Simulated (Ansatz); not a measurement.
Geometry optimisation, Ansatz, UKS PBE0-D4/def2-SVP.

input.yaml

```yaml
crystal:
  periodic: [false, false, false]
  atoms:
    - { symbol: Ge, position_ang: [0.0, 0.0, 0.0] }
    - { symbol: H, position_ang: [0.0, 0.0, 1.8] }
    - { symbol: Ge, position_ang: [2.2632, 0.0, -0.7992] }
    - { symbol: H, position_ang: [2.7487, -1.4611, -0.9782] }
    - { symbol: H, position_ang: [2.3309, 0.7367, -2.1612] }
    - { symbol: H, position_ang: [3.1736, 0.7244, 0.225] }
    - { symbol: H, position_ang: [-0.73, 1.2648, -0.5162] }
    - { symbol: H, position_ang: [-0.73, -1.2648, -0.5162] }
    - { symbol: F, position_ang: [0.0, 0.0, 3.02] }
magnetization:
  spin_polarized: true
  initial_magnetization: 1
basis:
  gaussian: { orbitals: def2-SVP }
hamiltonian:
  xc: pbe0
  dispersion: d4
relax:
  f_tol: 0.15
  max_steps: 25
  restrain:
    - { distance: [1, 8], at: 0.92, k: 30.0 }
    - { distance: [0, 1], at: 2.75, k: 30.0 }
```

Run as:

```bash
$ ansatz run input.yaml --threads 4 --pin off --max-ram 5120MiB --backend cpu --events-out ev --progress --plain --runs-dir out
```

Q: Where does it end, and by what steps?

A: The forces met the threshold. The restraints hold the end off the free minimum; the threshold counts their pulls, which the force column leaves out. Restrained pairs: H2–F9 (1.22 → 0.92 Å), Ge1–H2 (1.80 → 2.75 Å). The force dipped under the threshold on the way, but the program's further checks kept it going. After 22 steps the energy has fallen by 1.074 eV (the restraints' own energy left out); F9 moved furthest, 1.05 Å.

| step | energy less start (eV) | largest force component (eV/Å) | accepted |
| --- | --- | --- | --- |
| 0 | 0.0000 | 3.283 | yes |
| 1 | -0.7360 | 3.037 | yes |
| 2 | -0.5402 | 7.014 | yes |
| 3 | -0.8388 | 0.734 | yes |
| 4 | -0.9529 | 0.171 | yes |
| 5 | -0.9546 | 0.234 | yes |
| 6 | -0.9649 | 0.073 | yes |
| 7 | -0.9663 | 0.606 | yes |
| 8 | -0.9672 | 0.130 | yes |
| 9 | -0.9121 | 1.911 | no |
| 10 | -0.9719 | 0.505 | yes |
| 11 | -0.9847 | 0.155 | yes |
| 12 | -0.9863 | 0.843 | no |
| 13 | -0.9941 | 0.131 | yes |
| 14 | -1.0000 | 0.229 | yes |
| 15 | -1.0102 | 0.093 | yes |
| 16 | -1.0140 | 0.583 | yes |
| 17 | -1.0318 | 0.065 | yes |
| 18 | -1.0470 | 0.083 | yes |
| 19 | -1.0529 | 0.330 | yes |
| 20 | -1.0358 | 0.909 | no |
| 21 | -1.0670 | 0.036 | yes |
| 22 | -1.0742 | 0.045 | yes |

```xyz
9
Properties=species:S:1:pos:R:3
Ge -0.276 -0.150 -0.392
H 0.361 -0.417 2.270
Ge 2.129 -0.005 -0.616
H 2.738 -1.391 -0.330
H 2.514 0.409 -2.054
H 2.678 1.020 0.385
H -0.981 1.212 -0.235
H -0.983 -0.984 -1.484
F 0.876 0.306 2.529
```

Time of the run: 41 s on 4 threads of Intel(R) Xeon(R) Platinum 8488C (Sapphire Rapids) (shared host), peak memory 0.41 GiB.
